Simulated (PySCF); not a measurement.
## Ionisation energy of Ca by level of theory

Ca [Ar] 4s2 (1S) → Ca⁺ [Ar] 4s1 (2S), as a difference of total energies. Computed with PySCF 2.14 in Sapporo-DKH3-DZP-2012 (6s5p1d, 26 functions), with the spin-free X2C one-electron Hamiltonian (Gaussian nucleus). Correlated levels: valence: [Ar] frozen. The calculations carry no spin-orbit coupling.

| method | ionisation energy (eV) | error (eV) |
| --- | --- | --- |
| UHF | 5.142 | -0.971 |
| r2SCAN | 5.831 | -0.282 |
| PBE | 6.109 | -0.004 |
| MP2 (valence) | 5.542 | -0.571 |
| SCS-MP2 (valence) | 5.622 | -0.491 |
| CCSD (valence) | 5.876 | -0.237 |

Reference: 6.113 eV (measured; NIST Atomic Spectra Database, ionization energies).

Errors of the correlated levels include the incompleteness of this basis and the frozen core.

With two correlated electrons CCSD is exact in that space.

The coupled-cluster amplitudes are large for Ca (T1 above 0.03 or a double amplitude above 0.15), so a single reference is strained.
